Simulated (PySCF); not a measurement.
# Nonlinear optical response: `C#CC1=C(F)CCC=C1`, C$_{8}$H$_{7}$F

Molfile (atoms numbered from 1):
```
C8H7F
     RDKit          3D

 16 16  0  0  0  0  0  0  0  0999 V2000
    3.5262   -0.3711    0.3676 C   0  0  0  0  0  0  0  0  0  0  0  0
    2.3466   -0.2562    0.1778 C   0  0  0  0  0  0  0  0  0  0  0  0
    0.9608   -0.0973   -0.0501 C   0  0  0  0  0  0  0  0  0  0  0  0
    0.1078   -1.1291   -0.1377 C   0  0  0  0  0  0  0  0  0  0  0  0
    0.5290   -2.4082   -0.0321 F   0  0  0  0  0  0  0  0  0  0  0  0
   -1.3472   -0.9616   -0.4359 C   0  0  0  0  0  0  0  0  0  0  0  0
   -1.8582    0.3642    0.1290 C   0  0  0  0  0  0  0  0  0  0  0  0
   -0.8864    1.4780   -0.1337 C   0  0  0  0  0  0  0  0  0  0  0  0
    0.4219    1.2532   -0.2006 C   0  0  0  0  0  0  0  0  0  0  0  0
    4.5561   -0.4787    0.5333 H   0  0  0  0  0  0  0  0  0  0  0  0
   -1.4850   -0.9842   -1.5244 H   0  0  0  0  0  0  0  0  0  0  0  0
   -1.9033   -1.8029   -0.0187 H   0  0  0  0  0  0  0  0  0  0  0  0
   -2.8326    0.5980   -0.3014 H   0  0  0  0  0  0  0  0  0  0  0  0
   -1.9930    0.2782    1.2141 H   0  0  0  0  0  0  0  0  0  0  0  0
   -1.2858    2.4777   -0.2107 H   0  0  0  0  0  0  0  0  0  0  0  0
    1.1357    2.0491   -0.3464 H   0  0  0  0  0  0  0  0  0  0  0  0
  1  2  3  0
  2  3  1  0
  3  4  2  0
  4  5  1  0
  4  6  1  0
  6  7  1  0
  7  8  1  0
  8  9  2  0
  9  3  1  0
  1 10  1  0
  6 11  1  0
  6 12  1  0
  7 13  1  0
  7 14  1  0
  8 15  1  0
  9 16  1  0
M  END
```

Computed, not measured: quadratic response wB97X-D/def2-SVPD first hyperpolarisability, Taylor convention, gas phase in PySCF 2.14.0. Geometry: GFN2-xTB.

**Question.** What is the first hyperpolarisability, and how does it disperse?

**Answer.** In 10⁻³⁰ esu, Taylor convention; the vector part is βᵢ = ⅓ Σⱼ (βᵢⱼⱼ + βⱼᵢⱼ + βⱼⱼᵢ); β∥ is 3/5 of the vector part along the dipole, the dipole points from − to +:
```
                   process  λ (nm)  β vector norm     β∥  β HRS  depolarisation ratio
           static β(0;0,0)       ∞           1.45  -0.11   0.60                  5.00
second harmonic β(−2ω;ω,ω)    1064           1.64  -0.16   0.69                  4.68
         Pockels β(−ω;ω,0)    1064           1.51  -0.12      –                     –
```

**Question.** Which lowest excitations, dipole and polarisabilities go with it?

**Answer.** S1 4.63 eV (f = 0.090); S2 5.68 eV (f = 0.002); S3 6.11 eV (f = 0.003); dipole 2.12 D; isotropic α 92.4 au static, 93.6 au at 1064 nm, 97.5 au at 532 nm.
